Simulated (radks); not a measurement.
Values are calculated unless marked as measured or tabulated.
Isoelectronic series with 31 electrons, all held in the configuration [Ar] 3d10 4s2 4p1, which need not be the ground one along the series. Code: a radial shooting solver on a logarithmic mesh with Libxc functionals. Model: Dirac Kohn-Sham, PBE, spin-unpolarised, spherical densities, point nucleus; open shells are shared between the two j in proportion to 2j + 1. Total energies (hartree) and mean radii <r> (bohr):

ion    E (hartree)   4p3/2   4p1/2   4s1/2
Ga     -1944.01869   3.449   3.380   2.342
Kr5+   -2783.51027   1.551   1.529   1.396
Nb10+  -3789.50091   1.107   1.089   1.038
Pd15+  -4964.90015  0.8733  0.8567  0.8333
Sb20+  -6313.90345  0.7248  0.7084  0.6976
Ba25+   -7841.7381  0.6205  0.6038  0.5998
Pm30+   -9554.7303  0.5429  0.5256  0.5254
Dy35+  -11460.4758  0.4825  0.4645  0.4666
Lu40+  -13568.0951  0.4341  0.4152  0.4187
Os45+  -15888.5888  0.3944  0.3745  0.3789
